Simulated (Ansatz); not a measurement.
`Cc1csc(-c2sc(-c3sc(-c4sc(-c5sccc5C)cc4C)cc3C)cc2C)c1`. Charge 0, multiplicity 3. Geometry r2SCAN-D4/def2-SVP, that of the neutral singlet; atoms count from 1.

Cartesian coordinates in Å:
```
C -7.5254 -2.4363 -4.6531
C -6.4801 -3.1017 -3.8092
C -6.4714 -4.4437 -3.4880
S -5.1124 -4.8814 -2.5240
C -4.5009 -3.2400 -2.5247
C -3.2974 -2.8571 -1.8270
S -2.9850 -1.1552 -1.5831
C -1.4710 -1.4652 -0.7676
C -0.6107 -0.4166 -0.2879
S 1.0269 -0.8295 0.1642
C 1.4017 0.8132 0.6251
C 2.6808 1.1988 1.1585
S 2.8234 2.7582 1.9361
C 4.5202 2.5270 2.2730
C 5.3281 3.5298 2.9227
S 7.0688 3.3589 2.8799
C 7.2991 4.7892 3.8046
C 6.1006 5.3803 4.1248
C 4.9623 4.6787 3.6299
C 3.5543 5.1333 3.8688
C 4.9234 1.2838 1.8004
C 3.9071 0.5236 1.1748
C 4.1447 -0.8418 0.6051
C 0.2879 1.6203 0.4147
C -0.8469 0.9505 -0.0995
C -2.1379 1.6475 -0.4039
C -1.2559 -2.8376 -0.6960
C -2.2700 -3.6329 -1.2806
C -2.2251 -5.1305 -1.2890
C -5.3564 -2.4253 -3.2561
H -7.0874 -2.0302 -5.5800
H -8.3209 -3.1400 -4.9362
H -7.9916 -1.5926 -4.1186
H -7.1945 -5.2054 -3.7823
H 8.3066 5.1176 4.0591
H 6.0241 6.2999 4.7100
H 3.0687 5.4770 2.9394
H 3.5374 5.9707 4.5812
H 2.9266 4.3251 4.2785
H 5.9486 0.9219 1.9117
H 5.2182 -1.0792 0.6115
H 3.7832 -0.9209 -0.4330
H 3.6263 -1.6232 1.1861
H 0.2974 2.6932 0.6224
H -2.1075 2.6872 -0.0478
H -2.9963 1.1477 0.0738
H -2.3418 1.6711 -1.4877
H -0.3742 -3.2659 -0.2127
H -3.0062 -5.5653 -0.6426
H -2.3817 -5.5396 -2.3003
H -1.2523 -5.4884 -0.9227
H -5.1654 -1.3590 -3.4032
```

Single mean-field runs in def2-TZVP are fitted with def2-universal-jkfit. At PBE0-D4/def2-TZVP a singlet of charge 0 lies 1.80 eV below the triplet at the same geometry.

Problem. Estimate the Mulliken populations of the heavy atoms from the PBE0/def2-TZVP orbitals of Ansatz.

Solution. 
```
atom  charge (e)  spin (α − β)
  C1       -0.42          0.00
  C2        0.06         -0.05
  C3       -0.20          0.13
  S4        0.02          0.02
  C5        0.00         -0.08
  C6        0.13          0.28
  S7       -0.06          0.04
  C8        0.06          0.00
  C9        0.08          0.30
 S10       -0.08          0.07
 C11        0.11          0.29
 C12        0.04          0.00
 S13       -0.06          0.04
 C14        0.17          0.27
 C15       -0.03         -0.09
 S16        0.02          0.02
 C17       -0.19          0.13
 C18       -0.18         -0.06
 C19       -0.03          0.14
 C20       -0.41         -0.01
 C21       -0.20         -0.09
 C22        0.00          0.21
 C23       -0.41         -0.02
 C24       -0.24          0.10
 C25        0.03          0.07
 C26       -0.41         -0.01
 C27       -0.26          0.24
 C28        0.07         -0.10
 C29       -0.42          0.00
 C30       -0.26          0.14
```
Mulliken values depend strongly on the basis.

Problem. Where does the spin sit?

Solution. Summed by element: C 1.81, S 0.20, H 0.00, of 2 unpaired in all. Largest on single atoms: C9 0.30, C11 0.29, C6 0.28.

Problem. And the Mayer bond orders between heavy atoms (over 0.3)?

Solution. C1–C2 0.94 (1.50 Å); C2–C3 1.63 (1.38 Å); C2–C30 1.29 (1.42 Å); C3–S4 1.24 (1.72 Å); S4–C5 1.27 (1.75 Å); C5–C6 1.01 (1.44 Å); C5–C30 1.43 (1.39 Å); C6–S7 1.25 (1.75 Å); C6–C28 1.30 (1.40 Å); S7–C8 1.19 (1.75 Å); C8–C9 1.16 (1.44 Å); C8–C27 1.27 (1.39 Å); C9–S10 1.23 (1.75 Å); C9–C25 1.17 (1.40 Å); S10–C11 1.18 (1.75 Å); C11–C12 1.16 (1.44 Å); C11–C24 1.18 (1.39 Å); C12–S13 1.24 (1.75 Å); C12–C22 1.23 (1.40 Å); S13–C14 1.20 (1.75 Å); C14–C15 0.99 (1.44 Å); C14–C21 1.32 (1.39 Å); C15–S16 1.28 (1.75 Å); C15–C19 1.39 (1.40 Å); S16–C17 1.25 (1.72 Å); C17–C18 1.64 (1.37 Å); C18–C19 1.32 (1.43 Å); C19–C20 0.95 (1.50 Å); C21–C22 1.42 (1.42 Å); C22–C23 0.95 (1.50 Å); C24–C25 1.52 (1.41 Å); C25–C26 0.95 (1.50 Å); C27–C28 1.40 (1.42 Å); C28–C29 0.95 (1.50 Å).
